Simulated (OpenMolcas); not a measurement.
5d5 along the 73-electron sequence

```json
{
 "Program": "OpenMolcas",
 "Method": "CASSCF",
 "Basis": "ANO-RCC-VTZP",
 "Scalar Hamiltonian": "DKH2, point nucleus",
 "Spin-orbit coupling": "state interaction with AMFI integrals over the reference wave functions, term energies averaged over their components"
}
```

Active space for each ion: 5 electrons in 10 orbitals (5d 6d).

Computed levels in cm-1 above 6S 5/2:

| Level | Os3+ | Ir4+ | Pt5+ | Au6+ |
| --- | --- | --- | --- | --- |
| 4G 7/2 | 24739 | 26638 | 28613 | 30521 |
| 4G 11/2 | 25577 | 27769 | 30031 | 32287 |
| 4G 9/2 | 26255 | 28780 | 31417 | 34155 |
| 4P 1/2 | 28801 | 31344 | 34064 | 36866 |
| 4D 7/2 | 31775 | 35008 | 38467 | 42216 |
| 4D 1/2 | 35176 | 39377 | 43847 | 48856 |
| 2I 11/2 | 35997 | 39550 | 43406 | 47675 |
| 2I 13/2 | 38935 | 43232 | 47794 | 52826 |
| 2H 9/2 | 46041 | 50904 | 56063 | 61618 |
| weight of 6S in the lowest level (%) | 92 | 88 | 85 | 80 |

Mixed levels, with the weight of the term that names them: Os3+ 4P 1/2 (68 %), Os3+ 4D 1/2 (71 %), Os3+ 2H 9/2 (56 %), Ir4+ 4G 7/2 (72 %), Ir4+ 4P 1/2 (66 %), Ir4+ 4D 7/2 (72 %), Ir4+ 4D 1/2 (70 %), Ir4+ 2I 11/2 (75 %), Ir4+ 2H 9/2 (55 %), Pt5+ 4G 7/2 (67 %), Pt5+ 4P 1/2 (64 %), Pt5+ 4D 7/2 (66 %), Pt5+ 4D 1/2 (70 %), Pt5+ 2I 11/2 (72 %), Pt5+ 2H 9/2 (54 %), Au6+ 4G 7/2 (61 %), Au6+ 4G 11/2 (71 %), Au6+ 4P 1/2 (63 %), Au6+ 4D 7/2 (59 %), Au6+ 4D 1/2 (70 %), Au6+ 2I 11/2 (69 %), Au6+ 2H 9/2 (54 %).

4G 7/2 changes by a factor of 1.23 over the same range, with steps per unit of Z of +1900, +1980, +1910 cm-1.

Without dynamic correlation excited terms often stand tens of per cent too high (terms of higher spin than the ground term too low), and those without a measured partner can miss by more than the paired ones. Active for correlation alone: 6d; no level in the range computed is led by a configuration that fills it, so any true level of that kind is missing. Levels of configurations outside the active space are missing.
